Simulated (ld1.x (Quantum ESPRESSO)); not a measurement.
## hydrogen (H): one change to an ultrasoft potential, before and after

H (Z = 1), ultrasoft, made with ld1.x (Quantum ESPRESSO) 7.5 (PBE, scalar-relativistic). Core none, reference 1s1. Waves: 1s (bound): rcut 0.75, rcutus 1.05 bohr; 1s channel at 3.55 Ry: rcut 0.75, rcutus 1.05 bohr; 2p channel at 0.35 Ry: rcut 0.70, rcutus 1.00 bohr; 2p channel at 2.85 Ry: rcut 0.70, rcutus 1.00 bohr. Local part: all-electron potential smoothed inside 0.80 bohr (lloc = -1). Core correction: none. Augmentation charge: built from norm-conserving waves at rcut, not smoothed further.

All-electron outer shells of the reference configuration (PBE, scalar-relativistic, ld1.x):

```
shell  level (eV)  outermost node (bohr)  outermost maximum (bohr)
   1s       -6.49                      –                      1.03
```

Change: waves 1s (bound): rcut 0.75, rcutus 1.38 bohr; 1s channel at 3.55 Ry: rcut 0.75, rcutus 1.38 bohr.

Cutoffs: the cutoffs (Ry, on a coarse ladder) from which the occupation-weighted sum of valence levels, in a spherical-Bessel basis at the reference potential, stays within 10 and 1 mRy of its value at 400 Ry; they do not see the model core or the augmentation charge, which bear on the density cutoff. Errors are all-electron minus pseudo energies relative to the spin-unpolarised reference configuration.

How do hardness, ghosts and transferability respond?

The potential gets softer (18 Ry and 35 Ry → 12 Ry and 18 Ry); neither file shows a bound ghost. A larger radius leaves more room for a smooth pseudo-wave, so fewer plane waves are needed.

```csv
quantity,base,changed
"cutoff, loose",18 Ry,12 Ry
"cutoff, tight",35 Ry,18 Ry
bound ghosts,none,none
"error for 1s0.5, meV [ΔE 4.76 eV]",+0.1,+0.2
lowest overlap eigenvalue by channel,"s 0.95, p 0.96","s 0.74, p 0.96"
```
